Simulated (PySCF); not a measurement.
Si(F)(Me)2(NH2) (C2H8FNSi), SMILES C[Si](C)(N)F.

Geometry: ωB97X-D3(BJ)/def2-SVP. This is a generated structure with no PubChem entry under its InChIKey; it may be hypothetical. The values are those of a single conformer.

The numbers are results of ωB97X/def2-TZVP in PySCF, not measurements.

Symmetry labels are those of the subgroup Cs that the program uses (full group Cs).

Computed valence orbital energies around the gap with their symmetry:
```tsv
orbital	symmetry	energy (eV)
HOMO−7	A"	-14.45
HOMO−6	A'	-13.97
HOMO−5	A'	-13.64
HOMO−4	A"	-13.62
HOMO−3	A"	-13.35
HOMO−2	A'	-12.23
HOMO−1	A"	-11.07
HOMO	A'	-10.25
LUMO	A'	2.75
LUMO+1	A'	3.75
LUMO+2	A"	3.93
LUMO+3	A'	4.49
```
